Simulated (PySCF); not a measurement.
A structure optimised at ωB97X-D3(BJ)/def2-SVP, used in a PySCF frequency run:

```xyz
10

Si     0.7923    -0.3996    -0.5447
O      2.1913    -0.3193     0.3487
S     -0.7128     0.7846     0.4057
C     -2.1947    -0.1881    -0.0209
H      0.2243    -1.7782    -0.6439
H      1.1655     0.0852    -1.8964
H      2.0985    -0.4653     1.2964
H     -2.3996    -0.1592    -1.1004
H     -2.0970    -1.2323     0.3086
H     -3.0401     0.2737     0.5071
```

Problem. Write its SMILES and formula.

Solution. CS[SiH2]O, CH₆OSSi

Problem. What are its rotational constants (standard atomic weights)?

Solution. 10.698, 2.3939, 2.1286 GHz
